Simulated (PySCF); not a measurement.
# Computed records: B₂FHO, B₂H₃OSi

All values are calculated (PySCF 2.14.0). Calculation on a computer-drawn molecule: the log of a Hartree-Fock and frozen-core CCSD(T) single point meant for a local Hartree-Fock minimum, with one planted fault or none, to be diagnosed. Offsets are logged minus clean, where the clean run is the same molecule without the fault. The reference is restricted for singlets and unrestricted otherwise, and also for a bond in bohr or an excited solution. Adding or removing an electron swaps singlet and doublet. The excited solution moves the top pair (singlet) or top alpha electron (doublet) to the lowest empty orbital. Highest occupied and lowest empty are orbital energies over both spins, largest force is the largest gradient component, triples share is (T) over the correlation energy, the T1 limit is 0.02 restricted and 0.045 unrestricted, electrons count all cores, a negative frequency is imaginary (commonest isotopes), and the dipole is about the centre of nuclear charge.

Common to all runs: meant multiplicity 1; logged SCF converged yes; possible faults no fault, one electron removed, one electron added, multiplicity raised by two, geometry at a saddle point, SCF held on an excited solution, minimal basis STO-3G, one bond length entered in bohr, all coordinates scaled.

```json
{"entry": 1, "formula": "B2FHO", "logged_structure": {"atoms_angstrom": [["O", -3.5943, -0.7563, 1.5147], ["B", -2.8982, -0.5505, 0.5775], ["B", -1.8681, -0.3096, -0.7714], ["F", -1.916, 0.8465, -1.4047], ["H", -1.1093, -1.1437, -1.1619]]}, "given": {"meant_charge": 0, "meant_basis": "cc-pVDZ", "logged_electrons": 28, "logged_basis_functions": 61, "logged_spin_squared": 0.0, "logged_highest_occupied [eV]": -7.1878, "logged_lowest_empty [eV]": -6.4008, "logged_largest_force [hartree/bohr]": 0.080924, "logged_CC_converged": "no", "logged_dipole_magnitude [debye]": 3.6709, "logged_SCF_stable_within_its_kind": "no", "logged_energy_HF [hartree]": -223.825, "drawn_bonds_atom": [1, 2, 3, 3], "drawn_bonds_other_atom": [2, 3, 4, 5], "drawn_bonds_order": [2, 1, 1, 1]}, "results": {"planted_fault": "SCF held on an excited solution", "HF_energy_offset_from_clean_run [kcal/mol]": 331.4}, "notes": ["CCSD not converged"]}
{"entry": 2, "formula": "B2H3OSi", "logged_structure": {"atoms_angstrom": [["O", -0.1931, 2.4573, 0.1963], ["B", 0.833, 1.89, 0.3147], ["B", 2.2306, 0.9539, 0.4735], ["Si", 2.1282, -1.0728, 0.4241], ["H", 3.3174, 1.4186, 0.6182], ["H", 2.3725, -2.4873, -1.9452], ["H", 1.9476, -1.8658, 1.6437]]}, "given": {"meant_charge": 1, "meant_basis": "cc-pV(D+d)Z", "logged_electrons": 34, "logged_basis_functions": 80, "logged_spin_squared": 0.8778, "logged_highest_occupied [eV]": -17.045, "logged_lowest_empty [eV]": -6.6687, "logged_largest_force [hartree/bohr]": 0.010088, "logged_T1_diagnostic": 0.044409, "logged_D1_diagnostic": 0.17636, "logged_triples_share": 0.039209, "logged_CC_converged": "yes", "logged_dipole_magnitude [debye]": 9.0448, "logged_SCF_stable_within_its_kind": "yes", "logged_energy_HF [hartree]": -414.51876, "logged_energy_CCSD(T) [hartree]": -414.96555, "drawn_bonds_atom": [1, 2, 3, 3, 4, 4], "drawn_bonds_other_atom": [2, 3, 4, 5, 6, 7], "drawn_bonds_order": [2, 1, 1, 1, 1, 1]}, "results": {"planted_fault": "one bond length entered in bohr, row 5 of the drawn bonds", "HF_energy_offset_from_clean_run [kcal/mol]": 67.63, "CCSD(T)_energy_offset_from_clean_run [kcal/mol]": 75.52}}
```
